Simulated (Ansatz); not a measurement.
```yaml
crystal:
  periodic: [false, false, false]
  atoms:
    - {symbol: C, position_ang: [1.391114, -1.547462, 0.750055]}
    - {symbol: C, position_ang: [0.637241, -0.716987, 0.314258]}
    - {symbol: Sn, position_ang: [-0.641329, 0.702095, -0.396369]}
    - {symbol: F, position_ang: [-2.150574, -0.101871, -1.204247]}
    - {symbol: F, position_ang: [0.166464, 1.691368, -1.791240]}
    - {symbol: Cl, position_ang: [-1.401719, 2.190516, 1.149430]}
    - {symbol: H, position_ang: [2.060004, -2.285760, 1.132413]}
basis:
  gaussian: {orbitals: def2-SVPD, nuclear_model: gaussian}
hamiltonian: {xc: {name: LC-wPBE}, pseudopotentials: {relativity: scalar}}
output: {forces: true}
```

```sh
$ ansatz run in.yaml --threads 4 --pin off --events-out ev --progress --plain --max-ram 10444MiB
```

It prints (some lines left out):

```
Functional definition: LC-wPBE
1401 factors; their error is unknown
597 factors; integrals over basis functions are off by at most 3.7e-5 eV
mean field evaluation 1: about -25895.8132 eV, gradient 5.5e1 eV
mean field evaluation 2: about -25895.1878 eV, gradient 6.5e1 eV
mean field evaluation 4: about -25901.4729 eV, gradient 1.7e0 eV
mean field evaluation 8: about -25901.4846 eV, gradient 3.1e-2 eV
mean field evaluation 16: about -25901.4412 eV, gradient 3.7e-5 eV
mean field -25901.44115423 eV, -951.8604057904 hartree, gradient 1.1e-5 eV, S^2 0.000000; 0 other end points of the search recorded, 0 dependent functions left out
reference -25901.44115423 eV, -951.8604057907 hartree; 35, 35 occupied and 118, 118 virtual orbitals, 1401 factors
Total energy: -25901.44115423 eV, -951.8604057907 hartree
Relativity: scalar
Atom 0 at     1.391114    -1.547462     0.750055 Å, force    -0.029630     0.031947    -0.018432 eV/Å
Atom 1 at     0.637241    -0.716987     0.314258 Å, force    -0.236206     0.265078    -0.123126 eV/Å
Atom 2 at    -0.641329     0.702095    -0.396369 Å, force     0.397620    -0.295895     0.665617 eV/Å
Atom 3 at    -2.150574    -0.101871    -1.204247 Å, force    -0.592830    -0.299760    -0.306088 eV/Å
Atom 4 at     0.166464     1.691368    -1.791240 Å, force     0.305682     0.395834    -0.533816 eV/Å
Atom 5 at    -1.401719     2.190516     1.149430 Å, force    -0.091327     0.174936     0.174010 eV/Å
Atom 6 at     2.060004    -2.285760     1.132413 Å, force     0.246692    -0.272140     0.141835 eV/Å
Dipole moment:     0.451169    -0.429553     0.467956 e Å
```

It took 2.4 s on 4 threads of an Arm Neoverse V2 on a shared host, with 0.33 GiB of host memory at the peak.
